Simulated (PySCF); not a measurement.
# Telling isomers of C₆H₈O₃ apart by NMR

Rapidly exchanging positions averaged, one conformer, non-relativistic, no solvent model. Geometry: PBE0-D3(BJ)/def2-SVP; σ from GIAO-PBE0/pcSseg-1; J couplings at B3LYP/pcJ-1 (spin–dipole term left out of most H,H and C,H couplings); PySCF 2.14.

References, each an isolated molecule treated in the same way: 1H (σ = 31.27 ppm), 13C (σ = 184.41 ppm) against TMS. Multiplet labels drop J under 1 Hz and among equivalent protons, and merge close values. Unscaled 3J(H,H) run several per cent high. Shifts are as computed. Against solution values, carbons near 30 ppm lie about +2 ppm off and those near 130 ppm about +5 ppm (rms about the fit 1.9 ppm; single classes can miss by 10 ppm). Of 1328 compounds with measured shifts, 309 miss one by over three times the rms of a fit or turn the order of signals round; such compounds aren't used in these exercises. Signals without a measured value on file couldn't be tested in this way; 1H shifts scatter by 0.2 ppm about their fit, and single ones miss by 0.5 ppm.

(1) Tabulate the signals of `CC1=C[C@@H](OC=O)OC1`, `C=CO/C=C\C(=O)OC` and their relative energies.

(2) What is the quickest way to tell CC1=C[C@@H](OC=O)OC1 from C=CO/C=C\C(=O)OC?

Answers

(1) 
```tsv
SMILES	carbon types	δC	δH	E rel. (kcal/mol)
CC1=C[C@@H](OC=O)OC1	1×C 3×CH 1×CH2 1×CH3	163.8, 152.8, 127.8, 100.2, 79.3, 14.5	7.91 (d, 1H), 7.24 (m, 1H), 5.55 (m, 1H), 4.60 (m, 1H), 4.39 (m, 1H), 1.93 (quint, 3H)	0.0
C=CO/C=C\C(=O)OC	1×C 3×CH 1×CH2 1×CH3	167.2, 160.1, 156.4, 101.8, 101.1, 51.2	6.28 (d, 1H), 6.28 (dd, 1H), 5.30 (dd, 1H), 4.87 (d, 1H), 4.58 (dd, 1H), 3.58 (s, 3H)	20.8
```

Energies are electronic energies at PBE0/pcSseg-1 on these geometries, without zero-point or thermal terms, each for the one conformer computed, which needn't be the lowest.

(2) Both give the same number of carbon signals, with the same numbers of each carbon type, so the positions decide. The first has an allylic methyl carbon (CH3) at 14.5 ppm, the second a methyl carbon bonded to O (CH3) at 51.2 ppm. Their most deshielded carbons lie at 163.8 and 167.2 ppm. In the proton spectra the most deshielded non-exchanging signals are 7.91 (d, J = 1.5 Hz, 1H) and 6.28 (d, J = 8.0 Hz, 1H).
